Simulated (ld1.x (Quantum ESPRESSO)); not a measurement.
# technetium: from the effect back to the setting (PAW)

Base potential:

* Element: Tc
* Generator: ld1.x (Quantum ESPRESSO) 7.5
* Type: PAW
* Functional: LDA (PZ)
* Relativity: scalar-relativistic
* Frozen core: [Kr]
* Valence charge: 7
* Reference configuration: 4d5 5s0 5p0 (charge +2)
* Partial waves: 5s (bound, empty): rcut 2.15, rcutus 2.65 bohr; 5s channel at -0.1 Ry: rcut 2.15, rcutus 2.65 bohr; 5p (bound, empty): rcut 2.85, rcutus 3.15 bohr; 5p channel at -0.15 Ry: rcut 2.85, rcutus 3.15 bohr; 4d (bound): rcut 1.80, rcutus 2.40 bohr; 4d channel at 2.65 Ry: rcut 1.80, rcutus 2.40 bohr
* Local potential: all-electron potential smoothed inside 1.90 bohr (lloc = -2)
* Core correction: Bessel-smoothed model core, default radius (core density twice the valence density)
* Augmentation charge: PSQ, radius 2.05 bohr

Cutoffs, loose and tight: the cutoffs (Ry, on a coarse ladder) from which the occupation-weighted sum of valence levels, in a spherical-Bessel basis at the reference potential, stays within 10 and 1 mRy of its value at 400 Ry. They do not see the model core or the augmentation charge, which bear on the density cutoff. Test errors are all-electron minus pseudo excitation energies from the reference, over the configurations 4d5 5s2 5p0; 4d5 5s1 5p0; 4d4 5s0 5p0; 4d5 5s0 5p2; 4d5 5s1.5 5p0; 4d5 5s1 5p1; 4d6 5s0 5p0 (two spin-polarised tests are not counted in the largest error); variants that change the core or the reference have their own tests. The largest error is taken over the tests solved by every variant that gives reliable tests at all, those not shown here included: 4d4 5s0 5p0; 4d5 5s0 5p2; 4d5 5s1 5p0; 4d5 5s1 5p1; 4d5 5s1.5 5p0; 4d5 5s2 5p0; 4d6 5s0 5p0.

Only the d radius is moved:

```csv
d radius (bohr),"cutoff, loose","cutoff, tight",bound ghosts,largest test error (meV)
1.58,40 Ry,70 Ry,none,-154
2.32,18 Ry,30 Ry,none,-160
2.68,15 Ry,21 Ry,none,-145
3.16,10 Ry,15 Ry,none,test run stopped at test 1 of 9 (negative rho)
3.44,8 Ry,10 Ry,none,test run stopped at test 1 of 9 (negative rho)
```

Problem. One more run gave cutoff, loose: 30 Ry; cutoff, tight: 45 Ry; bound ghosts: none; largest test error (meV): -153. Which value of the d radius was used?

Solution. 1.9 bohr. The loose cutoff moves one way along this sweep, from 40 Ry at 1.58 to 8 Ry at 3.44 bohr, which places the run between 1.58 and 2.32 bohr.
